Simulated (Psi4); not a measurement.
CH₄O, charge +1, doublet, at a GFN2-xTB geometry (a state made from the parent by changing its charge; the spin is typed, not shown lowest); Psi4 1.11 with BLYP/6-311G**.

Here is a job for Psi4.
```
memory 2 GB

molecule {
1 2
  C    -0.08203668    0.60493218    0.11482401
  O     0.06067739   -0.68366516   -0.17494028
  H    -1.18198643    0.86214509    0.11391237
  H     0.62482878   -1.22970011    0.41246267
  H     0.43910736    0.99198948    0.99712096
  H     0.12485126    1.21529375   -0.81291782
}

set basis 6-311g**
set reference uks

energy('blyp')
print_variables()
```

Output, abridged:

```
   => Loading Basis Set <=

    Name: 6-311G**
    Role: ORBITAL
    Keyword: BASIS

         ---------------------------------------------------------
                                   SCF
               by Justin Turney, Rob Parrish, Andy Simmonett
                          and Daniel G. A. Smith
                              UKS Reference
         ---------------------------------------------------------

  ==> Geometry <==

    Molecular point group: c1
    Full point group: C1

    Geometry (in Angstrom), charge = 1, multiplicity = 2:

       Center              X                  Y                   Z               Mass
    ------------   -----------------  -----------------  -----------------  -----------------
         C           -0.081816351127     0.661818564306     0.136810006487    12.000000000000
         O            0.060897718873    -0.626778775694    -0.152954283513    15.994914619570
         H           -1.181766101127     0.919031474306     0.135898366487     1.007825032230
         H            0.625049108873    -1.172813725694     0.434448666487     1.007825032230
         H            0.439327688873     1.048875864306     1.019106956487     1.007825032230
         H            0.125071588873     1.272180134306    -0.790931823513     1.007825032230

  Running in c1 symmetry.

  Rotational constants: A =      4.33879  B =      0.90516  C =      0.85154 [cm^-1]
  Rotational constants: A = 130073.57814  B =  27135.93648  C =  25528.45664 [MHz]
  Nuclear repulsion =   41.319166671535442

  Charge       = 1
  Multiplicity = 2
  Electrons    = 17
  Nalpha       = 9
  Nbeta        = 8

  ==> Algorithm <==

  SCF Algorithm Type is DF.
  DIIS enabled.
  MOM disabled.
  Fractional occupation disabled.
  Guess Type is SAD.
  Energy threshold   = 1.00e-06
  Density threshold  = 1.00e-06
  Integral threshold = 1.00e-12

  ==> Primary Basis <==

  Basis Set: 6-311G**
    Blend: 6-311G**
    Number of shells: 32
    Number of basis functions: 60
    Number of Cartesian functions: 62
    Spherical Harmonics?: true
    Max angular momentum: 2

  ==> DFT Potential <==

   => LibXC <=

    Version 7.1.2
    S. Lehtola, C. Steigemann, M. J. T. Oliveira, and M. A. L. Marques,  SoftwareX 7, 1–5 (2018) (10.1016/j.softx.2017.11.002)

   => Composite Functional: BLYP <=

    BLYP GGA Exchange-Correlation Functional

    P.J. Stephens et. al., J. Phys. Chem., 98, 11623-11627, 1994
    B. Miehlich et. al., Chem. Phys. Lett., 157(3), 200-206 1989

[...]
      Ntotal   =   17.0000041284 ; deviation = 4.128e-06

   @Spin Contamination Metric:   2.570387488E-03
   @S^2 Expected:                7.500000000E-01
   @S^2 Observed:                7.525703875E-01
   @S   Expected:                5.000000000E-01
   @S   Observed:                5.000000000E-01

    Orbital Energies [Eh]
    ---------------------

    Alpha Occupied:

[...]
    Alpha Virtual:

[...]
    Beta Occupied:

[...]
    Beta Virtual:

[...]
      60A     49.055494

    Final Occupation by Irrep:
              A
    DOCC [     8 ]
    SOCC [     1 ]
    NA   [     9 ]
    NB   [     8 ]

  @DF-UKS Final Energy:  -115.33619194670312

   => Energetics <=

    Nuclear Repulsion Energy =             41.3191666715354415
    One-Electron Energy =                -232.8440191301870925
    Two-Electron Energy =                  91.3310522531389637
    DFT Exchange-Correlation Energy =     -15.1423917411904405
    Empirical Dispersion Energy =           0.0000000000000000
    VV10 Nonlocal Energy =                  0.0000000000000000
    Total Energy =                       -115.3361919467031242

  UHF NO Occupations:
  HONO-2 :    7  A 1.9996602
  HONO-1 :    8  A 1.9993878
  HONO-0 :    9  A 1.0000000
  LUNO+0 :   10  A 0.0006122
  LUNO+1 :   11  A 0.0003398
  LUNO+2 :   12  A 0.0001866
  LUNO+3 :   13  A 0.0000721

Computation Completed

Properties will be evaluated at   0.000000,   0.000000,   0.000000 [a0]

Properties computed using the SCF density matrix

 Multipole Moments:

 ------------------------------------------------------------------------------------
     Multipole            Electronic (a.u.)      Nuclear  (a.u.)        Total (a.u.)
 ------------------------------------------------------------------------------------

 L = 1.  Multiply by 2.5417464519 to convert [e a0] to [Debye]
 Dipole X            :          0.1960732            0.0074945            0.2035677
 Dipole Y            :         -1.4815350            1.9349944            0.4534594
 Dipole Z            :         -0.2880422            0.7478552            0.4598130
 Magnitude           :                                                    0.6771213

 ------------------------------------------------------------------------------------

  Variable Map:
  ----------------------------------------------------------------------------
[...]
  Array Variable Map:
  ----------------------------------------------------------------------------
[...]
[...]
```
